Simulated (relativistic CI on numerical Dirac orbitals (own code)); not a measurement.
**Hyperfine structure of Ag XXXI, mass number 107**

Computed by Dirac-Coulomb-Breit CI, orbitals from a KLI potential per configuration, QED by a radiative potential, unscaled Slater integrals (own radial code, finite nucleus).

CI space (outside the closed core [Ne]): 3s2 3p5, 3s 3p6, 3s2 3p4 3d, 3s 3p5 3d, 3p6 3d, 3s 3p4 3d2, 3s2 3p3 3d 4p, 3p6 4s, 3s2 3p4 4s, 3s 3p4 3d 4s, 3p6 4p, 3s2 3p4 4p, 3s2 3p3 3d2, 3s2 3p2 3d3, 3s 3p3 3d3, 3s2 3p2 3d2 4s, 3s2 3p2 3d2 4p. Double excitations out of closed p, d and f shells are left out; levels of such configurations are missing from the list, as are those of other unlisted configurations, and high levels can miss mixing partners.

Nuclear spin I = 1/2, μ = -0.11352 μN (tables of Stone and Pyykkö). The electronic factors are computed for point nuclear moments, without core polarisation or the Bohr-Weisskopf and QED corrections.

```csv
Level,E (cm⁻¹),A (MHz)
3s2 3p5 2P°_3/2,0,-9436
3s2 3p5 2P°_1/2,321947,-56630
3s 3p6 2S_1/2,1001999,-99240
3s2 3p4 3d 4D_5/2,1049237,-6814
3s2 3p4 3d 2P_1/2,1076690,-17230
3s2 3p4 3d 2F_7/2,1130196,-5725
3s2 3p4 3d 4F_9/2,1139678,-5295
3s2 3p4 3d 2D_3/2,1157207,-4931
```

Levels with J = 0, under 50 % of one LS term, or S terms without an open s electron are left out. Small factors come from cancelling terms and can be off by tens of per cent or more.

At this charge energies of transitions that change n are usually good to better than 1 %, and those within a shell (Δn = 0) to a few per cent.

(1) Give the hyperfine levels of 3s2 3p5 2P°_1/2 relative to its centre of gravity.

Answers

(1) With K = F(F + 1) − I(I + 1) − J(J + 1), E = AK/2: F = 0: 42470, F = 1: -14160 MHz.

LS names give the leading component of a level, which can be under half, so a name can repeat, a term be missing and a line seem to break the LS rules.
